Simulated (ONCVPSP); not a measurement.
# Plane-wave convergence, ONCV potential for erbium

| Item | Value |
| --- | --- |
| Element | Er (Z = 68) |
| Generator | ONCVPSP 4.0.1 |
| Type | optimised norm-conserving Vanderbilt (ONCV) |
| Functional | PBE |
| Relativity | scalar-relativistic |
| Frozen core | [Kr] 4d10 4f11 |
| Valence charge | 11 |
| Reference configuration | 5s2 5p6 5d1 (charge +2) |
| Partial waves | 5s: rc 1.20 bohr, ncon 4, nbas 7, qcut 4.3 1/bohr, 2 projectors, debl 2.5 Ha; 5p: rc 2.15 bohr, ncon 3, nbas 6, qcut 5.4 1/bohr, 2 projectors, debl 3 Ha; 5d: rc 2.40 bohr, ncon 3, nbas 8, qcut 7.3 1/bohr, 2 projectors, debl 2.8 Ha |
| Local potential | polynomial inside 0.80 bohr (lpopt 3, dvloc0 2 Ha) |
| Core correction | polynomial model core, fcfact 0.65 |

In the s channel the program set the typed energies aside and used -2.586, 0.250 Ha.

Problem. For each optimised wave give the share of its norm inside rc, the residual kinetic energy above qcut (Ha) and the cutoffs (Ha) for errors of 10, 1, 0.1 and 0.01 mHa per electron.

Solution.

```
         wave  norm inside rc  residual KE  10 mHa  1 mHa  0.1 mHa  0.01 mHa
           5s           0.502      1.2e-01    56.8   78.9     90.9     125.5
s projector 2           0.034      2.6e-02    12.4   51.1    108.4     128.2
           5p           0.905      1.3e-06     6.5    8.5     10.2      11.5
p projector 2           0.087      2.6e-05     6.1    8.0      9.8      23.9
           5d           0.612      7.1e-10     7.6   10.6     13.2      15.7
d projector 2           0.123      1.6e-09     9.2   12.2     14.3      16.1
```

The occupied waves need 79 Ha and 91 Ha for 1 and 0.1 mHa. Note: ghosts flagged at negative energy: s at -87.6 eV; GHOST(+) flagged for p at 61.6 eV. A true bound ghost makes a file unfit for plane-wave use.
